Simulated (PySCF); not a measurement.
Numbering as in the mapped SMILES `[CH3:1][C:2](=[O:3])[O:4][SiH2:5][CH:6]=[O:7]`; H(Xn) means a hydrogen on atom n.

- PBE0/pcSseg-1 with gauge-including orbitals
- geometry: GFN2-xTB
- run in PySCF 2.14.0 with density-fitted response routines
- relativity neglected, equivalent nuclei averaged, one conformer, no solvent

Q: List the cross peaks expected in HSQC, COSY and HMBC spectra.

A: 

HSQC (one-bond C–H):
| δH | δC |
| --- | --- |
| 12.39 (H(C6)) | 247.9 (C6) |
| 2.34 (H(C1)) | 23.6 (C1) |

COSY cross peaks (H two or three bonds apart, from the bond graph; peaks can be absent where the dihedral angle is near 90°):
| δH | δH |
| --- | --- |
| 12.39 (H(C6)) | 4.66 (H(Si5)) |

HMBC (two and three bonds, from the bond graph):
| δH | δC |
| --- | --- |
| 4.66 (H(Si5)) | 247.9 (C6), 177.2 (C2) |
| 2.34 (H(C1)) | 177.2 (C2) |

Referencing at the same level of theory: $^{1}$H (σ = 31.72 ppm), $^{13}$C (σ = 186.93 ppm) against TMS.

Shifts are as computed. Against solution values, carbons near 30 ppm lie about +3 ppm off and those near 130 ppm about +5 ppm. Of 1211 compounds with measured shifts, 218 miss one by over three times the rms of a fit or turn the order of signals round; such compounds aren't used in these exercises.
